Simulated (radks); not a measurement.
Ionisation of the silicon ion Si6+, [He] 2s2 2p4, to [He] 2s2 2p3 as the strength of local exchange is varied. Method: Dirac Kohn-Sham, Slater X-alpha exchange (alpha = 2/3 is LDA exchange), no correlation, spin-unpolarised, spherical densities, finite nucleus; open shells fill j = l - 1/2 first; Fermi nuclear charge, rms radius 3.1224 fm; computed with a radial shooting solver on a logarithmic mesh with Libxc functionals.

alpha	E(Si6+) (hartree)	exchange (hartree)	IE (eV)	-e of the level emptied (eV)	<r> of it (bohr)
0.627	-269.59165	-14.06544	247.93	225.66 (2p3/2)	0.4883
0.667	-270.49000	-14.99745	250.14	227.83 (2p3/2)	0.4865
0.749	-272.33814	-16.92110	254.69	232.31 (2p3/2)	0.4828
0.763	-272.65455	-17.25128	255.48	233.08 (2p3/2)	0.4822
0.936	-276.58551	-21.37340	265.24	242.70 (2p3/2)	0.4747
0.988	-277.77468	-22.62765	268.22	245.63 (2p3/2)	0.4726
0.992	-277.86630	-22.72442	268.44	245.86 (2p3/2)	0.4724
1.018	-278.46234	-23.35445	269.94	247.33 (2p3/2)	0.4713

NIST Atomic Spectra Database: 246.57 eV (semi-empirical). The central value is not met in this range of alpha. Spin polarisation and multiplet splitting are left out, so open shells lie too high by an amount that depends on their filling.

Beside tabulated values, note that spin-unpolarised runs miss the spin-polarisation part of the exchange energy of open shells.
